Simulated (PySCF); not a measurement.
Identify the unknown among the candidates.

All candidates are C6H7NO.

* Triplet: lowest triplet excitation (Tamm–Dancoff): 4.48 eV [TDA wB97X-D/def2-SVPD]
* Polarisability: 77.6 au [wB97X-D/def2-SVPD]
* Dipole: 2.88 D [wB97X-D/def2-SVPD]
* Rotational structure: rotational constants A, B, C: 5.947, 1.244, 1.122 GHz [GFN2-xTB]
* UV, first state: lowest singlet excitation: 6.55 eV (189 nm, f = 0.008) [TDDFT wB97X-D/def2-SVPD]

The electronic properties come from PySCF, for the isolated species, density fitting. Levels stand in brackets. One conformer (not necessarily the lowest) at the GFN2-xTB geometry, without solvent, vibrations or thermal averaging.

**Question.** Which candidate is it?
A. `COc1ccccn1`
B. `CO[C@@]1(C#N)C=CC1`
C. `C=CCc1ccon1`
D. `C=C=C=CC(=O)NC`
E. `C#CC1(C(N)=O)CC1`

**Answer.** C. It is `C=CCc1ccon1`. Numbering: `[CH2:1]=[CH:2][CH2:3][c:4]1[cH:5][cH:6][o:7][n:8]1`. Its formula, C6H7NO, gives 4 degrees of unsaturation: 1 ring and 3 π bonds in the structure found (Kekulé form). The optimised geometry has point group C1 and is an asymmetric top.

The others, at the same levels:
- `CO[C@@]1(C#N)C=CC1` fails: its computed static isotropic polarisability is 73.9 au (against 77.6 au), rotational constant A is 2.722 GHz (against 5.947 GHz) and smallest rotational constant is 1.528 GHz (against 1.122 GHz).
- `COc1ccccn1` fails: its computed lowest singlet excitation is 5.24 eV (237 nm, f = 0.074) (against 6.55 eV), lowest triplet excitation (Tamm–Dancoff) is 4.10 eV (against 4.48 eV) and static isotropic polarisability is 79.6 au (against 77.6 au).
- `C#CC1(C(N)=O)CC1` fails: its computed lowest singlet excitation is 5.90 eV (210 nm, f = 0.000) (against 6.55 eV), lowest triplet excitation (Tamm–Dancoff) is 5.48 eV (against 4.48 eV) and rotational constant A is 2.856 GHz (against 5.947 GHz).
- `C=C=C=CC(=O)NC` fails: its computed lowest singlet excitation is 3.77 eV (328 nm, f = 0.000) (against 6.55 eV), lowest triplet excitation (Tamm–Dancoff) is 2.61 eV (against 4.48 eV) and static isotropic polarisability is 96.4 au (against 77.6 au).

Each candidate is one conformer, not necessarily the lowest. Dipoles, sizes and rotational constants follow the conformer. The torsions of the flexible species, by atom-mapped SMILES:
- `[CH2:1]=[CH:2][CH2:3][c:4]1[cH:5][cH:6][o:7][n:8]1`: C1–C2–C3–C4 121°, C2–C3–C4–C5 -73°
- `[CH3:1][O:2][C@@:3]1([C:4]#[N:5])[CH:6]=[CH:7][CH2:8]1`: C1–O2–C3–C4 -63°
- `[CH3:1][O:2][c:3]1[cH:4][cH:5][cH:6][cH:7][n:8]1`: C1–O2–C3–C4 180°
- `[CH:1]#[C:2][C:3]1([C:4]([NH2:5])=[O:6])[CH2:7][CH2:8]1`: C2–C3–C4–N5 0°, H–N5–C4–C3 180°, H–N5–C4–C3 0°
- `[CH2:1]=[C:2]=[C:3]=[CH:4][C:5](=[O:6])[NH:7][CH3:8]`: C3–C4–C5–O6 179°, C4–C5–N7–C8 180°
